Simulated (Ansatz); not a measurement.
System: sum formula H₇BSi₂O₃, net charge 0, singlet state. SMILES: OB(O[SiH3])O[SiH3]
Structure (B3LYP-D3(BJ)/def2-TZVP (Ansatz, a first-principles code) minimum search):
```
O
B 1 1.3656
O 2 1.3674 1 120.16
O 2 1.3682 1 119.14 3 -180.00
H 4 0.9621 2 112.88 1 -180.00
Si 1 1.6560 2 132.32 3 180.00
Si 3 1.6579 2 129.60 1 0.00
H 6 1.4770 1 106.37 2 180.00
H 7 1.4771 3 106.35 2 -180.00
H 6 1.4790 8 109.87 1 -119.52
H 6 1.4790 8 109.87 10 -120.96
H 7 1.4793 9 109.84 3 -119.60
H 7 1.4793 9 109.84 12 -120.79
```

Wanted: vertical triplet-singlet gap (E(triplet) - E(singlet); each state is the SCF solution reached for its spin; for the triplet the Hartree-Fock reference is unstable and T1 is 0.027), in kcal/mol. Valence correlation only, unless marked. UHF or UKS for open shells. Spin-orbit coupling is left out. Non-relativistic. Basis-set limits of correlation are two-point, X^-3; Hartree-Fock from the larger set.

```tsv
level	program	vertical triplet-singlet gap (kcal/mol)
HF/aug-cc-pV(T+d)Z	Ansatz	169.9
SVWN5/def2-TZVPD	Ansatz	144.3
PBE/def2-TZVPD	Ansatz	147.1
r2SCAN/def2-TZVPD	Ansatz	158.1
B3LYP/def2-TZVPD	Ansatz	163.9
PBE0/def2-TZVPD	Ansatz	164.8
CAM-B3LYP/def2-TZVPD	Ansatz	173.7
wB97M-V/def2-TZVPD	Ansatz	175.9
wB97X-V/def2-TZVPD	Ansatz	179.9
B2PLYP/def2-TZVPD	Ansatz	171.6
RI-MP2/aug-cc-pV(T+d)Z	Ansatz	201.6
RI-MP2/aug-cc-pV(Q+d)Z	Ansatz	203.0
RI-MP2/CBS(aug-cc-pV(T+d)Z,aug-cc-pV(Q+d)Z)	Ansatz	204.1
CCSD/aug-cc-pV(D+d)Z	Ansatz	179.5
```
